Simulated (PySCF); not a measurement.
# Relaxation of quintet H₂PdO

Level of theory: PySCF, UPBE0, basis Pd def2-TZVP with ECP28, O def2-TZVP, H def2-TZVP (scalar-relativistic core potentials, no spin–orbit coupling, density fitting). A (50,194) grid was used.

A hand-made T-shaped (ligand arrangement 2) start, of C2v symmetry, held to at least that symmetry:

Coordinates in bohr (charge 0 multiplicity 5):
```
Pd    0.0000    0.0000   -0.4261
O     0.0000    0.0000    2.8621
H     2.8707    0.0000   -0.3259
H    -2.8707    0.0000   -0.3259
```

(1) What forces act on the atoms at the start (eV/Å)?

(2) What does it relax to?

(3) How much energy is released, and in how many steps?

Answers

(1) 
| atom | Fx | Fy | Fz |
| --- | --- | --- | --- |
| Pd1 | 0.00 | 0.00 | -5.00 |
| O2 | 0.00 | 0.00 | 4.31 |
| H3 | 2.64 | 0.00 | 0.34 |
| H4 | -2.64 | 0.00 | 0.34 |

(2) It ends at C2v with Pd–H 1.672 Å (×2), Pd–O 1.924 Å; H–Pd–H 155.3°, H–Pd–O 77.6° (×2). A frequency run shows 1 imaginary mode, down to 625i cm⁻¹, so it is a saddle point. Other isomers or separated fragments may lie lower.

(3) 75.3 kJ/mol in 10 steps.

With open d or f shells other occupations or spin states may lie lower. At this level a triplet minimum of C2v symmetry lies 333 kJ/mol below this structure.
